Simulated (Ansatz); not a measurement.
Born–Oppenheimer molecular dynamics of CH₅F₂NOSi (11 atoms, charge 0, multiplicity 1). It starts at the highest image of a converged band. Of that band: Neighbouring images differ by up to 3.5 eV, so the band resolves the path poorly. A vibrational analysis at the climbing image gives one clearly imaginary mode, 1589i cm⁻¹: a first-order saddle point.

Theory: Ansatz, RKS B3LYP-D4/def2-SVP.

```json
{"ensemble": "NVE (velocity Verlet)", "time step": "0.5 fs", "steps asked": "200", "starting velocities drawn for": "100 K", "seed": "5146"}
```

Frames 0.5 fs apart, positions in Å, forces in eV/Å.

Velocities at 85.0 fs (Å/ps):

```
N 5.61 -4.97 -1.62
C 24.62 18.07 6.38
F -7.95 -6.20 -1.37
O -10.07 -2.49 -1.81
Si 0.20 1.03 -1.77
F 1.10 -1.96 -0.49
H -3.61 -9.42 -13.88
H -9.20 10.06 -5.26
H -83.69 20.37 67.11
H 14.87 -4.35 10.08
H -6.19 1.57 1.66
```

```xyz
11
Properties=species:S:1:pos:R:3:forces:R:3 time_fs=85.0 energy_less_start_eV=-1.411 T=1309
N -0.463 -1.564 0.934 1.51 0.00 -2.44
C 0.528 -0.304 0.756 -5.03 -5.22 7.39
F 1.709 -0.696 1.262 0.91 0.21 0.31
O 0.698 0.106 -0.428 -0.18 2.18 -4.12
Si 0.005 1.431 -1.196 -0.80 -0.07 -1.08
F -1.613 1.333 -1.280 0.10 -0.42 0.22
H -0.048 -2.386 0.522 0.07 -0.51 -0.23
H -1.219 -1.852 1.578 0.88 1.34 0.01
H -0.166 0.078 1.578 1.70 2.46 -0.92
H 0.180 2.736 -0.594 0.52 0.36 0.76
H 0.465 1.460 -2.600 0.31 -0.32 0.10
11
Properties=species:S:1:pos:R:3:forces:R:3 time_fs=85.5 energy_less_start_eV=-1.258 T=1180
N -0.460 -1.567 0.933 1.49 0.07 -2.34
C 0.539 -0.295 0.760 -6.11 -4.99 7.81
F 1.705 -0.699 1.261 1.22 0.26 0.40
O 0.692 0.105 -0.429 -0.06 2.17 -4.02
Si 0.006 1.432 -1.197 -0.83 -0.02 -1.01
F -1.613 1.332 -1.280 0.10 -0.40 0.21
H -0.050 -2.391 0.514 0.03 -0.39 -0.16
H -1.223 -1.845 1.575 0.93 1.29 -0.05
H -0.205 0.091 1.610 2.41 2.00 -1.64
H 0.188 2.734 -0.588 0.50 0.32 0.73
H 0.462 1.460 -2.599 0.33 -0.32 0.06
11
Properties=species:S:1:pos:R:3:forces:R:3 time_fs=86.0 energy_less_start_eV=-1.116 T=1059
N -0.457 -1.569 0.931 1.54 0.17 -2.27
C 0.550 -0.288 0.766 -6.94 -4.83 7.73
F 1.702 -0.702 1.260 1.53 0.29 0.51
O 0.687 0.104 -0.431 0.04 2.11 -3.77
Si 0.006 1.432 -1.198 -0.85 0.05 -0.92
F -1.612 1.331 -1.280 0.09 -0.37 0.21
H -0.051 -2.397 0.507 -0.02 -0.24 -0.07
H -1.224 -1.835 1.572 0.92 1.21 -0.06
H -0.239 0.109 1.639 2.87 1.65 -2.06
H 0.197 2.733 -0.580 0.47 0.26 0.68
H 0.460 1.460 -2.598 0.34 -0.31 0.01
11
Properties=species:S:1:pos:R:3:forces:R:3 time_fs=86.5 energy_less_start_eV=-1.008 T=967
N -0.454 -1.572 0.930 1.63 0.31 -2.22
C 0.559 -0.281 0.773 -7.57 -4.71 7.28
F 1.698 -0.705 1.260 1.86 0.31 0.63
O 0.682 0.104 -0.433 0.12 2.01 -3.37
Si 0.005 1.433 -1.199 -0.85 0.15 -0.81
F -1.612 1.330 -1.280 0.08 -0.34 0.21
H -0.053 -2.404 0.499 -0.07 -0.07 0.02
H -1.223 -1.823 1.570 0.86 1.11 -0.03
H -0.267 0.131 1.662 3.15 1.36 -2.29
H 0.208 2.733 -0.571 0.43 0.17 0.61
H 0.459 1.459 -2.597 0.35 -0.30 -0.03
11
Properties=species:S:1:pos:R:3:forces:R:3 time_fs=87.0 energy_less_start_eV=-0.947 T=914
N -0.450 -1.574 0.927 1.76 0.48 -2.19
C 0.567 -0.275 0.781 -8.09 -4.58 6.60
F 1.695 -0.708 1.260 2.20 0.32 0.76
O 0.677 0.103 -0.436 0.20 1.87 -2.86
Si 0.005 1.433 -1.201 -0.83 0.24 -0.69
F -1.611 1.329 -1.280 0.06 -0.30 0.20
H -0.055 -2.411 0.491 -0.12 0.10 0.12
H -1.220 -1.807 1.567 0.75 0.98 0.04
H -0.286 0.156 1.680 3.32 1.11 -2.41
H 0.219 2.733 -0.560 0.39 0.06 0.53
H 0.459 1.457 -2.596 0.36 -0.28 -0.07
11
Properties=species:S:1:pos:R:3:forces:R:3 time_fs=87.5 energy_less_start_eV=-0.934 T=904
N -0.446 -1.577 0.925 1.90 0.68 -2.17
C 0.573 -0.271 0.791 -8.51 -4.44 5.76
F 1.692 -0.711 1.259 2.52 0.32 0.88
O 0.672 0.104 -0.439 0.28 1.70 -2.28
Si 0.005 1.434 -1.202 -0.78 0.35 -0.56
F -1.611 1.328 -1.280 0.03 -0.27 0.19
H -0.057 -2.418 0.484 -0.17 0.25 0.20
H -1.215 -1.790 1.564 0.61 0.85 0.13
H -0.298 0.183 1.693 3.43 0.86 -2.47
H 0.232 2.733 -0.548 0.33 -0.05 0.43
H 0.459 1.455 -2.595 0.36 -0.25 -0.11
11
Properties=species:S:1:pos:R:3:forces:R:3 time_fs=88.0 energy_less_start_eV=-0.970 T=934
N -0.441 -1.579 0.922 2.03 0.91 -2.12
C 0.577 -0.267 0.802 -8.84 -4.29 4.83
F 1.689 -0.714 1.259 2.82 0.32 1.00
O 0.667 0.104 -0.443 0.35 1.52 -1.67
Si 0.005 1.435 -1.203 -0.71 0.45 -0.43
F -1.610 1.326 -1.280 0.00 -0.23 0.18
H -0.059 -2.424 0.477 -0.19 0.37 0.27
H -1.209 -1.770 1.561 0.44 0.70 0.23
H -0.301 0.213 1.699 3.48 0.63 -2.48
H 0.245 2.733 -0.535 0.27 -0.16 0.33
H 0.461 1.452 -2.595 0.35 -0.23 -0.14
11
Properties=species:S:1:pos:R:3:forces:R:3 time_fs=88.5 energy_less_start_eV=-1.051 T=1004
N -0.437 -1.581 0.919 2.12 1.19 -2.04
C 0.580 -0.264 0.814 -9.08 -4.12 3.87
F 1.687 -0.717 1.259 3.09 0.32 1.11
O 0.662 0.105 -0.447 0.42 1.34 -1.05
Si 0.004 1.435 -1.204 -0.62 0.54 -0.31
F -1.609 1.325 -1.281 -0.03 -0.18 0.17
H -0.062 -2.430 0.471 -0.19 0.46 0.32
H -1.202 -1.749 1.559 0.27 0.56 0.33
H -0.296 0.245 1.700 3.49 0.39 -2.46
H 0.259 2.733 -0.521 0.20 -0.27 0.22
H 0.463 1.448 -2.594 0.34 -0.20 -0.16
11
Properties=species:S:1:pos:R:3:forces:R:3 time_fs=89.0 energy_less_start_eV=-1.174 T=1109
N -0.431 -1.583 0.915 2.15 1.49 -1.89
C 0.581 -0.262 0.827 -9.21 -3.97 2.90
F 1.685 -0.720 1.259 3.31 0.32 1.20
O 0.658 0.105 -0.451 0.48 1.15 -0.46
Si 0.004 1.436 -1.206 -0.52 0.61 -0.19
F -1.609 1.324 -1.281 -0.07 -0.14 0.16
H -0.066 -2.434 0.465 -0.17 0.50 0.34
H -1.194 -1.726 1.558 0.12 0.42 0.40
H -0.283 0.277 1.694 3.46 0.15 -2.40
H 0.273 2.732 -0.507 0.13 -0.37 0.11
H 0.466 1.444 -2.595 0.32 -0.16 -0.16
11
Properties=species:S:1:pos:R:3:forces:R:3 time_fs=89.5 energy_less_start_eV=-1.334 T=1246
N -0.426 -1.584 0.911 2.10 1.84 -1.67
C 0.579 -0.261 0.840 -9.20 -3.83 1.95
F 1.683 -0.723 1.259 3.47 0.34 1.28
O 0.653 0.107 -0.455 0.53 0.97 0.08
Si 0.004 1.437 -1.207 -0.40 0.67 -0.10
F -1.608 1.323 -1.281 -0.12 -0.10 0.15
H -0.070 -2.437 0.461 -0.13 0.49 0.34
H -1.186 -1.703 1.558 0.01 0.28 0.43
H -0.262 0.309 1.683 3.38 -0.09 -2.30
H 0.287 2.730 -0.492 0.06 -0.45 0.01
H 0.470 1.440 -2.595 0.29 -0.12 -0.16
11
Properties=species:S:1:pos:R:3:forces:R:3 time_fs=90.0 energy_less_start_eV=-1.523 T=1408
N -0.420 -1.585 0.907 1.95 2.22 -1.36
C 0.577 -0.260 0.854 -9.02 -3.73 1.00
F 1.682 -0.725 1.259 3.56 0.37 1.33
O 0.648 0.108 -0.459 0.57 0.80 0.56
Si 0.003 1.437 -1.208 -0.26 0.71 -0.02
F -1.608 1.321 -1.281 -0.16 -0.05 0.14
H -0.074 -2.439 0.457 -0.06 0.43 0.31
H -1.178 -1.678 1.559 -0.04 0.15 0.41
H -0.232 0.342 1.667 3.22 -0.31 -2.13
H 0.302 2.727 -0.478 -0.01 -0.52 -0.09
H 0.474 1.435 -2.596 0.26 -0.08 -0.15
11
Properties=species:S:1:pos:R:3:forces:R:3 time_fs=90.5 energy_less_start_eV=-1.730 T=1585
N -0.414 -1.586 0.902 1.71 2.65 -0.96
C 0.572 -0.260 0.868 -8.64 -3.70 0.05
F 1.681 -0.728 1.260 3.57 0.42 1.36
O 0.643 0.109 -0.463 0.59 0.64 0.97
Si 0.003 1.438 -1.210 -0.12 0.72 0.05
F -1.607 1.320 -1.281 -0.21 0.00 0.13
H -0.078 -2.439 0.453 0.02 0.34 0.25
H -1.170 -1.654 1.560 -0.04 0.03 0.34
H -0.195 0.373 1.645 2.96 -0.49 -1.88
H 0.317 2.723 -0.463 -0.08 -0.56 -0.18
H 0.479 1.430 -2.597 0.23 -0.04 -0.13
```

Of the whole run (100 fs, mean temperature of the second half 1485 K): The conserved energy stayed within 2.3 meV per atom of its start (net change 0.094 meV per atom), so there is no drift, though single steps change it by up to 23 meV in the whole system, a sign of fast motions only just resolved. The system heated up, since it started high on the potential surface and ran downhill. A run of 0.1 ps of so small a system gives no equilibrium averages. The orbitals stay closed-shell, which can raise the energy where a bond breaks towards radicals; this wasn't checked here.

Time of the run: 10 min on 2 threads of Arm Neoverse V1, on a shared host, peak memory 0.26 GiB.
